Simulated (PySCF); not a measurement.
# Stretching MgSe

Set-up: basis Mg aug-cc-pVDZ, Se aug-cc-pVDZ-PP with ECP10; scalar-relativistic core potentials; PySCF 2.14. Energies in eV from Mg + Se in their ground configurations at the same level. State: ¹Σ⁺ (singlet), closed shell.

All columns are r²SCANh. A positive dipole means Mg(−)Se(+).

| R (Å) | E (eV) | μ (D) | Mulliken charge on Mg (basis-dependent) | HOMO (eV) | LUMO (eV) | Mayer bond order | ⟨S²⟩ |
| --- | --- | --- | --- | --- | --- | --- | --- |
| 1.959 | -1.053 | -6.90 | 0.35 | -5.62 | -3.60 | 2.31 | 0.00 |
| 2.050 | -1.559 | -7.14 | 0.31 | -5.49 | -3.74 | 2.20 | 0.00 |
| 2.141 | -1.832 | -7.35 | 0.31 | -5.38 | -3.87 | 2.08 | 0.00 |
| 2.210 | -1.924 | -7.48 | 0.33 | -5.31 | -3.97 | 2.00 | 0.00 |
| 2.278 | -1.942 | -7.59 | 0.37 | -5.25 | -4.05 | 1.92 | 0.00 |
| 2.346 | -1.903 | -7.69 | 0.40 | -5.19 | -4.13 | 1.85 | 0.00 |
| 2.438 | -1.787 | -7.79 | 0.45 | -5.13 | -4.24 | 1.76 | 0.00 |
| 2.551 | -1.573 | -7.89 | 0.50 | -5.08 | -4.35 | 1.66 | 0.00 |
| 2.688 | -1.263 | -7.96 | 0.53 | -5.03 | -4.47 | 1.54 | 0.00 |
| 2.870 | -0.823 | -7.99 | 0.54 | -4.99 | -4.60 | 1.40 | 0.00 |

A fit through these points gives, at Re = 2.263 Å, μ = -7.57 D and dμ/dR = -1.60 D/Å; the reduced mass is 18.45 u.

**Question.** How strong is the fundamental in the double-harmonic approximation, I = 42.26·(dμ/dR)²/μred km/mol?

**Answer.** I = 42.26·(-1.60)²/18.45 = 5.86 km/mol at r²SCANh.
